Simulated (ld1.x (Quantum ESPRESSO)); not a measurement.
# Transferability test, TM potential for N

nitrogen, norm-conserving Troullier–Martins (Kleinman–Bylander form), made with ld1.x (Quantum ESPRESSO) 7.5 (PBEsol, scalar-relativistic). Core [He], reference 2s2 2p1 (charge +2). Waves: 2p (bound): rc 2.25 bohr; 3d channel at 0.05 Ry: rc 2.15 bohr; 2s (bound): rc 1.00 bohr. Local part: the s channel. Core correction: Bessel-smoothed model core inside 0.45 bohr.

Energies are relative to the spin-unpolarised reference configuration 2s2 2p1; without spin polarisation the order of configurations can differ from experiment. The frozen-core shift is the all-electron ΔE with the core orbitals held at their reference shape minus the fully relaxed ΔE.

| valence configuration | charge | ΔE all-electron (eV) | error AE − PS (meV) | frozen-core shift (meV) |
| --- | --- | --- | --- | --- |
| 2s2 2p3 | 0 | -42.258 | +535 | +2.2 |
| 2s2 2p2 | +1 | -28.737 | +235 | +1.2 |
| 2s2 2p0 | +3 | 46.885 | +530 | +4.3 |
| 2s0 2p5 | 0 | -19.363 | +1243 | +2.4 |
| 2s1 2p3 | +1 | -17.023 | +529 | +1.2 |
| 2s2 2p2.5 | +0.5 | -37.195 | +405 | +1.8 |

(1) What are ΔE and the potential's error for 2s2 2p3.3?

Results:

(1) ΔE = -43.862 eV all-electron; the error (AE − PS) is +583 meV.
